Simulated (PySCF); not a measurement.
Levels of Nd⁴¹⁺ from EOM-EA-GCCSD

Reference: closed-shell Nd⁴²⁺, [Ar]; one electron is added. Calculated with PySCF 2.14, two-component X2C-1e with screened spin-orbit coupling, an uncontracted even-tempered set (18 s from 3.2 bohr⁻², ratio 2.6; 14 p from 4.2 bohr⁻², ratio 2.6; 5 d from 4.3 bohr⁻², ratio 2.8; 3 f from 71 bohr⁻², ratio 2.8); frozen [Ne]; the 62 highest virtual spinors dropped; of the others 50 kept and the rest restored at second order. No Breit or QED terms. Binding energies in eV.

```tsv
level	Koopmans
3d3/2	3073.5
3d5/2	3045.9
```

How does correlation move these levels?

3d3/2: second order 3074.7, EOM-CCSD 3074.4; 3d5/2: second order 3047.0, EOM-CCSD 3046.7.

For comparison, the ionisation energy of Nd⁴¹⁺ is 3078 ± 4 eV (theoretical estimate listed by NIST; NIST Atomic Spectra Database, ionization energies).

Only part of the computed levels is shown.
